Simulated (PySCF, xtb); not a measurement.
C4H4ClF, SMILES C=C(Cl)/C=C\F. One conformer was computed; it need not be the lowest.

Harmonic wavenumbers (cm⁻¹) from GFN2-xTB run with xtb at its own minimum, in rising order: 47, 161, 299, 305, 362, 553, 627, 664, 718, 796, 867, 873, 913, 1031, 1178, 1242, 1312, 1384, 1630, 1684, 3071, 3090, 3120, 3160.

**Question.** What does PySCF 2.14.0 with B3LYP-D3(BJ)/def2-SVP give at its own minimum? (The exact figures need the calculation; the answer reports its results.)

**Answer.** 63, 178, 320, 333, 393, 605, 635, 690, 779, 805, 888, 916, 945, 1070, 1237, 1296, 1376, 1438, 1655, 1746, 3158, 3177, 3201, 3267. Paired by order, the mean absolute difference is 45 cm⁻¹ and the zero-point energies are 41.6 and 43.1 kcal/mol.
